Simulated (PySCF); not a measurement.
Ge(F)(Cl)2(NH2) (Cl2FGeH2N), SMILES [Cl][Ge]([Cl])([F])[NH2]. Atoms are numbered in the order given.

```xyz
7

N      1.9418    -0.3069     0.3588
Ge     0.1574    -0.0946     0.2056
F     -0.5948    -0.5542     1.6935
Cl    -0.2656     1.9748    -0.1495
Cl    -0.7959    -1.3245    -1.2832
H      2.2849    -1.2536     0.2072
H      2.4851     0.3612    -0.1844
```

Coordinates come from a B3LYP-D3(BJ)/def2-SVP optimisation. The structure was generated by enumeration, and PubChem lists no compound with its InChIKey, so it may never have been made. The values are those of a single conformer.

Two levels are set side by side: PBE/pcSseg-1 (PySCF) and PBE0/pcSseg-1 (PySCF). GIAO shifts against CFCl3 (¹⁹F), GeH4 (⁷³Ge), HCl (³⁵Cl), NH3 (¹⁵N), TMS (¹H) at the same level; non-relativistic, no solvent, atoms listed together averaged. Without spin–orbit terms, shifts of atoms bonded to Cl or Br come out too high at both levels. Differences are taken from unrounded values.

```tsv
quantity	PBE0	PBE	PBE minus PBE0
δ(¹⁵N) of N1 (ppm)	54.3	65.4	11.1
δ(⁷³Ge) of Ge2 (ppm)	406.9	432.4	25.6
δ(¹⁹F) of F3 (ppm)	-109.8	-107.1	2.7
```

Rough cost on one machine, each run with all the roots and properties that it gave: PBE0 against PBE within a factor of 2.
